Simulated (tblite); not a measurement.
Species: C₇H₈F₃P.
Cartesian coordinates in Å at the GFN2-xTB level; atoms count from 1:
```
atom  x, y, z in Å
C1    -2.7514    1.2252    0.3222
C2    -2.1426    0.1839   -0.2348
C3    -0.8165   -0.2897    0.1026
C4    -0.2512   -1.3718   -0.4346
C5     1.1199   -1.7462    0.0330
P6     1.7128   -0.3327    1.0930
C7     2.3397    0.7171   -0.3569
F8     3.4916    0.2166   -0.8325
F9     1.5107    0.8201   -1.4078
F10    2.5933    1.9719    0.0487
C11    0.0179    0.4316    1.1338
H12   -2.2956    1.8182    1.0964
H13   -3.7400    1.5228    0.0189
H14   -2.6444   -0.3828   -1.0080
H15   -0.7351   -1.9920   -1.1720
H16    1.8138   -1.9300   -0.7930
H17    1.0907   -2.6583    0.6389
H18    0.0847    1.5058    0.9414
H19   -0.4079    0.2997    2.1329
```

Calculated harmonic vibrations of the isolated species, GFN2-xTB (tblite), most abundant isotopes, no scaling. Errors from tens to a few hundred cm⁻¹ against measured bands are possible. One conformer, not necessarily the lowest.

Harmonic wavenumbers (cm⁻¹): 33.7, 57.3, 92.6, 148.4, 180.3, 201.7, 224.4, 256.8, 294.6, 386.8, 399.8, 436.5, 469.4, 473.8, 507.3, 585.6, 645.5, 663.4, 722.1, 762.9, 772.8, 827.2, 856.7, 871.2, 889.9, 1002.1, 1006.2, 1026.2, 1038.7, 1045.8, 1068.0, 1076.7, 1088.4, 1160.5, 1195.1, 1214.2, 1291.0, 1299.8, 1409.6, 1423.8, 1430.5, 1666.9, 1669.9, 2918.4, 2937.5, 2946.6, 2958.5, 3061.8, 3100.0, 3114.1, 3138.6.

A = 1651, B = 685.5, C = 617.5 MHz; mass 180.032 u (most abundant isotopes); point group C1, symmetry number 1.

Task: Zero-point energy?

Result: ½Σν̃ = 29025 cm⁻¹ = 347.21 kJ/mol.

Task: What is S at 400 K and 1 bar for an ideal gas of classical rigid rotors and harmonic oscillators?

Result: Translation 179.73, rotation 131.32, vibration 194.92: S = 506.0 J/(mol K).

Task: And Cp and H(400 K) − H(0)?

Result: Cp = 230.77 J/(mol K), of which vibrations give 197.51 (their classical limit is 51 R = 424.0); H(400 K) − H(0) = 53.73 kJ/mol without the zero-point energy, 40.43 from vibrations.

Task: Which modes carry the vibrational entropy at 400 K?

Result: 33.7 cm⁻¹: 25.86; 57.3 cm⁻¹: 21.46; 92.6 cm⁻¹: 17.49; 148.4 cm⁻¹: 13.63; 180.3 cm⁻¹: 12.06; 201.7 cm⁻¹: 11.16 J/(mol K); the other 45 give 93.25 together.

Task: How do the functions run with temperature in this model?

Result: 
```csv
T (K),S (J/(mol K)),Cp (J/(mol K)),H − H(0) (kJ/mol),G − H(0) (kJ/mol),ln q(vib)
150,346.5,109.8,10.62,-41.37,3.68
250,414.6,160.9,24.15,-79.49,6.71
298.15,445.0,185.0,32.48,-100.19,8.18
600,612.7,295.0,106.82,-260.81,17.25
900,744.0,350.9,204.52,-465.08,25.50
```

q(vib) and H(0) count from the zero-point level.

Hindered rotation and anharmonicity are outside this model. Other conformers, if any are populated, would add a mixing term that is left out. The structure is chiral; the term R ln 2 for an equal mix with its mirror image is left out.
